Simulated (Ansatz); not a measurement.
`[SiH3]C#C[O][GeH3]` + `C[NH][InH2]` → `C[N]([GeH3])[InH2]` + `OC#C[SiH3]`  (ligand exchange at a Ge–O bond)

Computed with Ansatz on PBE0-D4/def2-TZVP structures; ΔE is electronic, products minus reactants. CCSD(T)/CBS adds triple-zeta CCSD(T) − MP2 to the extrapolated MP2 energy (def2 sets, frozen cores). Functionals use def2-TZVPP. B3LYP here is the variant with VWN-RPA as its local correlation; programs differ in this. Elements past krypton have def2 core potentials. For Ge, In outer-core shells are correlated without core-valence functions, which leaves a few kJ/mol of doubt a bond. Scalar relativity is left out up to krypton. One conformer a species, not always the lowest.

CCSD(T)/CBS gives +28.2 kJ/mol.

Problem. Another level gave +29.2 kJ/mol. Which?
A. HF/def2-TZVPP
B. MP2/def2-TZVPP
C. B3LYP-D4/def2-TZVPP
D. PBE-D4/def2-TZVPP

Solution. B. MP2/def2-TZVPP 29.2, PBE-D4 35.3, B3LYP-D4 40.5, HF/def2-TZVPP 50.6 kJ/mol.

Largest T1 diagnostic among the species: 0.016.

In def2-TZVPP, CCSD(T) changes the Hartree–Fock value by −19.9 kJ/mol (the triples alone add −2.0 kJ/mol) and MP2 by −21.4 kJ/mol. The D4 term adds −5.9 kJ/mol with B3LYP and −3.1 kJ/mol with PBE0; it sums over pairs of atoms, weighted by their polarisabilities, and B3LYP, whose exchange is more repulsive, gets the larger term.
